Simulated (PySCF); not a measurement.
hexane (C₆H₁₄), SMILES CCCCCC. Geometry: r2SCAN-D4/def2-SVP. The values are those of a single conformer.

Computed equilibrium geometry at r2SCAN-D4/def2-SVP (PySCF confirms it by a frequency run) as bond lengths and angles (one conformer of several):
Atoms: C1 C2 C3 C4 C5 C6 H7 H8 H9 H10 H11 H12 H13 H14 H15 H16 H17 H18 H19 H20. Bonded distances (Å): C1–C2 1.524, C1–H7 1.103, C1–H8 1.103, C1–H9 1.101, C2–C3 1.527, C2–H10 1.106, C2–H11 1.106, C3–C4 1.527, C3–H12 1.106, C3–H13 1.108, C4–C5 1.530, C4–H14 1.107, C4–H15 1.106, C5–C6 1.526, C5–H16 1.106, C5–H17 1.105, C6–H18 1.103, C6–H19 1.101, C6–H20 1.102. Angles (°): C2–C1–H7 111.2, C2–C1–H8 111.2, C2–C1–H9 111.8, H7–C1–H8 107.3, H7–C1–H9 107.6, H8–C1–H9 107.6, C1–C2–C3 113.3, C1–C2–H10 109.7, C1–C2–H11 109.7, C3–C2–H10 109.1, C3–C2–H11 109.0, H10–C2–H11 105.6, C2–C3–C4 113.4, C2–C3–H12 108.8, C2–C3–H13 109.3, C4–C3–H12 110.0, C4–C3–H13 109.3, H12–C3–H13 105.7, C3–C4–C5 114.7, C3–C4–H14 109.1, C3–C4–H15 108.7, C5–C4–H14 109.3, C5–C4–H15 108.9, H14–C4–H15 105.7, C4–C5–C6 114.3, C4–C5–H16 109.1, C4–C5–H17 108.7, C6–C5–H16 109.5, C6–C5–H17 109.1, H16–C5–H17 105.7, C5–C6–H18 111.1, C5–C6–H19 111.3, C5–C6–H20 112.0, H18–C6–H19 107.5, H18–C6–H20 107.4, H19–C6–H20 107.2.
